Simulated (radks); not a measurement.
The nuclear charge of the scandium ion Sc+ is varied continuously with 20 electrons held in [Ar] 3d1 4s1. All-electron calculation, Dirac Kohn-Sham, PBE, spin-unpolarised, spherical densities, point nucleus; open shells fill j = l - 1/2 first. Program: a radial shooting solver on a logarithmic mesh with Libxc functionals. By the Hellmann-Feynman theorem dE/dZ = E(electron-nucleus)/Z, the electronic potential at the nucleus.

Z	E (hartree)	E(electron-nucleus)/Z (hartree)	HOMO	e(HOMO) (eV)	<r> HOMO (bohr)
20	-680.24605	-80.8946	3d3/2	-0.765	3.409
20.5	-721.36411	-83.5692	3d3/2	-4.433	2.136
21	-763.80994	-86.2111	4s1/2	-9.725	3.369
21.5	-807.57319	-88.8407	4s1/2	-14.059	3.056
22	-852.64983	-91.4654	4s1/2	-18.970	2.807

The central difference of E at Z = 21 is -86.209 hartree, to compare with the third column; the second derivative is -5.27 hartree.
